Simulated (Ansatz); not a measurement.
A nudged elastic band was laid between two geometries of GaH3 + H3P (8 atoms, charge 0, multiplicity 1).

Level of theory: RKS PBE0-D4/def2-SVP in Ansatz.

```
movable images  : 5
climbing image  : yes
spring          : 5.0 eV/Å²
optimiser       : quadratic models (default)
start path      : through a guess of the saddle point
force threshold : 0.05 eV/Å
iteration limit : 60
end points      : relaxed
```

Image 0:

```xyz
8
Properties=species:S:1:pos:R:3
Ga 0.023 0.096 0.103
H -0.065 0.747 1.533
H 1.422 -0.070 -0.592
H -1.296 -0.225 -0.687
P 0.187 -3.015 1.199
H -0.654 -2.800 0.066
H 1.379 -2.627 0.518
H -0.047 -1.715 1.763
```

Image 6:

```xyz
8
Properties=species:S:1:pos:R:3
Ga 0.120 -0.703 -0.091
H -0.169 0.633 1.872
H 1.429 0.142 -0.281
H -1.283 -0.157 -0.535
P 0.257 -2.844 0.809
H -0.637 -3.423 -0.142
H 1.441 -3.191 0.089
H -0.209 -0.068 2.182
```

**Question.** What changes between the two ends?

**Answer.** Bonds broken: Ga1–H2, P5–H8. Bonds formed: Ga1–P5, H2–H8. GaH3 + H3P becomes GaH4P + H2.

**Question.** Give the energies along the band, and the barrier.

**Answer.** The forces met the threshold. The highest image is number 3 of 0 to 6, 21.4 kcal/mol above the first end and 26.7 kcal/mol above the last; the last end lies 5.3 kcal/mol below the first. A vibrational analysis at the climbing image gives one clearly imaginary mode, 1171i cm⁻¹: a first-order saddle point. The orbitals stay closed-shell, which can raise the energy where a bond breaks towards radicals; this wasn't checked here.

```
image  path coordinate (Å)  energy (kcal/mol)  Ga1–H2 (Å)  P5–H8 (Å)  Ga1–P5 (Å)
    0                 0.00                0.0        1.57       1.44        3.30
    1                 0.42                1.2        1.58       1.45        3.14
    2                 0.83                9.9        1.61       1.53        2.88
    3                 1.25               21.4        1.72       1.79        2.65
    4                 1.81                4.9        1.99       2.21        2.40
    5                 2.37               -4.0        2.24       2.68        2.34
    6                 2.92               -5.3        2.39       3.13        2.33
```

**Question.** What is the geometry of the highest image?

**Answer.** 
```xyz
8
Properties=species:S:1:pos:R:3
Ga 0.048 -0.278 0.000
H -0.068 0.168 1.656
H 1.483 0.043 -0.488
H -1.382 -0.159 -0.586
P 0.129 -2.662 1.163
H -0.647 -3.000 0.017
H 1.396 -2.779 0.524
H -0.010 -0.942 1.618
```

**Question.** What are the harmonic wavenumbers there?

**Answer.** 1171i, 110, 249, 416, 524, 565, 640, 684, 704, 992, 1077, 1159, 1561, 1706, 2038, 2058, 2429, 2453 cm⁻¹.

The band took 9 iterations and roughly 60 core-seconds.

The run took 63 s on 1 thread of AMD EPYC 9R45 96-Core Processor (Zen 5), with other jobs on the host, peak memory 0.18 GiB.
